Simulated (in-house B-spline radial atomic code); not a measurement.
The numbers below are computed, except where a source is named.
**Building a PAW s channel for Co, r_c = 2.88 bohr**

Co, [Ar] 3d7 4s2, non-relativistic PBE, spherical and spin-unpolarised, from a B-spline radial code for spherical atoms (atomic units; all potentials screened as in the neutral atom).

Two all-electron partial waves φ1, φ2 are integrated outwards at E1 = ε(4s) = -0.197169 and E2 = E1 + 1.5 hartree; φ1 is the bound orbital and φ2 has unit norm inside r_c = 2.8802 bohr. Smooth partners are polynomials, r^1(a0 + a1 r² + a2 r⁴ + a3 r⁶), matched to φ and three derivatives at r_c, with no condition on the norm. The local potential is -1.92828 + (0.508) r² + (-0.0589214) r⁴ + (0.00254815) r⁶ inside 2.4402 bohr and the all-electron one outside.

| wave | φ(r_c) | φ'(r_c) | a0 | a1 | a2 | a3 |
| --- | --- | --- | --- | --- | --- | --- |
| 1 | 0.5927224 | -0.1321831 | 0.4450558 | -0.03706049 | 0.0009601295 | 3.681926e-06 |
| 2 | 0.9674917 | 0.8540104 | -2.143952 | 0.674268 | -0.05821821 | 0.001563914 |

Inside r_c the overlaps are <φi φj> = [[0.54866, -0.21136], [-0.21136, 1.00000]] and, for the smooth waves, [[0.69752, -0.74881], [-0.74881, 2.95717]]. With χj = (Ej − T − V_local) applied to smooth wave j, the program's quadrature gives the matrix B_ij = <smooth i, χj> as [[0.26865, -1.54098], [-0.73479, 4.61304]].

Task: Check the match of the first wave, and find the augmentation charges q_ij.

Result: At r_c the four terms are 1.28185, -0.88548, 0.19030, 0.00605, which sum to 0.5927, φ1(r_c) to rounding. q_ij is the all-electron overlap less the smooth one: [[-0.14885, 0.53746], [0.53746, -1.95717]]. The smooth first wave has a norm of 0.6975 inside r_c against 0.5487, so q11 is negative and must stay small enough for the overlap operator to be positive.

Task: B isn't symmetric. Show that D_ij = B_ij + Ej q_ij is.

Result: Integrating by parts gives B12 − B21 = (E1 − E2) q12: -1.54098 − (-0.73479) = -0.80619, and −1.5 × (0.53746) = -0.80618. So D12 = -1.54098 + (1.302831)(0.53746) = -0.84077 and D21 = -0.73479 + (-0.197169)(0.53746) = -0.84076; D11 = 0.29800, D22 = 2.06318. The projectors, p = (B⁻¹)ᵀ χ, are dual to the smooth waves; det B = 0.11.

Solving (T + V_local + Σ p D p) ψ = E (1 + Σ p q p) ψ in a sphere of 9 bohr, whose wall lifts the free-atom level a little, gives these levels:

```tsv
all-electron	one projector	two projectors
-0.196755	-0.196755	-0.196755
0.087698	0.085499	0.087620
0.428948	0.406162	0.428612
0.925335	0.793179	0.925055
1.569700	1.205530	1.569230
```

Task: What does the second projector gain?

Result: With one projector the errors are 0.00, -2.20, -22.79, -132.16 millihartree, and the level at 1.2055 is out of step with the all-electron series: an extra state, or one far too low, so the pairing ends there. With two the errors are 0.00, -0.08, -0.34, -0.28, -0.47 millihartree. The scattering is exact at E1 and at E2 = 1.303, and over all levels compared the largest error is 0.47 millihartree. The lowest eigenvalue of the overlap operator is 0.5827 with one and 0.1672 with two projectors. The smooth orbital alone needs a cutoff of 0.925 hartree for 1 millihartree of kinetic energy, against 3.59 for a norm-conserving Troullier-Martins orbital of the same radius; part of the gain comes from giving up the norm, part from the simpler form.
